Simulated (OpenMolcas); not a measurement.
Ru3+ in a point-charge field

Ru3+ among 6 point charges of -1.7 e arranged as a tetragonal octahedron (D4h), 1.81 Å from the ion, with the axial distance 2.154 Å. The active orbitals were held to one l.
```
   1.8100    0.0000    0.0000  -1.70
   0.0000    1.8100    0.0000  -1.70
  -1.8100    0.0000    0.0000  -1.70
   0.0000   -1.8100    0.0000  -1.70
   0.0000    0.0000    2.1539  -1.70
   0.0000    0.0000   -2.1539  -1.70
```

```
Program             : OpenMolcas 26.06
Method              : CASSCF
Basis               : ANO-RCC-VTZP [7s6p4d2f1g]
Scalar Hamiltonian  : DKH2, point nucleus
Active space        : 5 electrons in 5 orbitals (4d)
State averaging     : 2S+1 = 6 even, 1 root; 2S+1 = 4 even, 24 roots; 2S+1 = 2 even, 75 roots
Spin-orbit coupling : state interaction with AMFI integrals over the reference wave functions
```

The lowest spin-free states (labels of D4, the rotations of D4h), above the lowest:

```csv
State,Degeneracy,E (cm-1),Free-ion L (%)
6A1,1,0.0,S (100)
4E,2,16139,G (51)
4A2,1,17588,G (61)
2B2,1,22026,I (34)
4E,2,23500,G (76)
4B1,1,24166,G (76)
2E,2,25530,I (43)
4B2,1,26975,G (100)
4A1,1,27210,G (99)
4A1,1,27456,G (100)
4E,2,28717,D (60)
2E,2,29973,I (42)
2A2,1,30625,I (63)
4B1,1,30754,D (75)
2B1,1,30962,I (61)
2B2,1,31323,I (53)
2A1,1,32139,I (52)
2E,2,33102,I (44)
4B2,1,33256,D (99)
2B1,1,33702,I (44)
```

The lowest levels with spin-orbit coupling:

| E (cm-1) | Degeneracy | Label | 2S+1 | g |
| --- | --- | --- | --- | --- |
| 0.0 | 2 | E1/2 | 6 | 2.00 5.99 5.99 |
| 5.5 | 2 | E3/2 | 6 | 0.33 0.33 5.97 |
| 16.9 | 2 | E3/2 | 6 | 0.33 0.33 9.97 |
| 15628 | 2 | E1/2 | 4 | 1.74 1.74 6.54 |
| 15900 | 2 | E3/2 | 4 | 1.11 3.85 3.85 |
| 15986 | 2 | E1/2 | 4 | 1.08 1.08 2.90 |
| 16499 | 2 | E3/2 | 4 | 1.90 3.60 3.60 |
| 17584 | 2 | E3/2 | 4 | 0.05 0.05 5.35 |
| 17875 | 2 | E1/2 | 4 | 1.81 3.25 3.25 |
| 21925 | 2 | E3/2 | 2 (72 %) | 0.41 3.01 3.01 |
| 22966 | 2 | E3/2 | 4 | 2.77 2.77 3.02 |
| 23274 | 2 | E1/2 | 4 (89 %) | 0.36 0.36 2.21 |
| 23474 | 2 | E3/2 | 4 (76 %) | 1.65 2.83 2.83 |
| 23952 | 2 | E1/2 | 4 | 0.27 0.27 6.67 |
| 24034 | 2 | E1/2 | 4 | 0.37 0.37 4.85 |
| 24222 | 2 | E3/2 | 4 | 1.84 3.53 3.53 |
| 25565 | 2 | E3/2 | 2 (76 %) | 1.78 1.78 2.25 |
| 25982 | 2 | E1/2 | 2 (67 %) | 1.14 1.14 1.52 |
| 26931 | 2 | E1/2 | 4 | 0.77 2.49 2.49 |
| 27012 | 2 | E3/2 | 4 | 0.44 3.17 3.17 |

Powder χT (cm3 K/mol): 3.32 at 2 K, 4.2 at 10 K, 4.36 at 50 K, 4.36 at 100 K, 4.37 at 200 K, 4.37 at 300 K. The effective moment at 300 K is 2.828 √(χT) = 5.91 μB.

The lowest level has 2S+1 = 6, for which the spin-only value is χT = S(S+1) / 2 = 4.375 cm3 K/mol (g = 2). The computed 4.367 at 300 K differs by -0.008, through a little spin-orbit mixing out of the ground term, against the free-electron g of 2.0023, which raises it.

Without dynamic correlation the repulsion within the d shell is too large (B by tens of per cent), so at a given field states of lower spin stand too high. Point charges give a weaker field than real ligands, and real ions of this kind are as a rule low spin; the high spin found here belongs to the model. This is an electrostatic model: the charges have no orbitals. No measured value stands beside these numbers.
